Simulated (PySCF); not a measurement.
A structure optimised at B3LYP-D3(BJ)/def2-SVP, used in a PySCF frequency run:

```
C
C 1 1.3400
H 2 1.0955 1 122.14
H 2 1.0962 3 115.96 1 180.00
H 1 1.0970 2 119.50 3 0.00
Si 1 1.8511 5 118.90 2 180.00
H 6 1.4806 1 111.28 5 -180.00
Cl 6 2.0732 7 108.84 4 121.25
Cl 6 2.0732 7 108.84 4 -121.25
```
Charge 0, spin multiplicity 1.

**Question.** Write its SMILES, formula and point group.

**Answer.** C=C[SiH](Cl)Cl, C₂H₄Cl₂Si, Cs

**Question.** What are its rotational constants (standard atomic weights)?

**Answer.** 2.3388, 2.0230, 1.1678 GHz
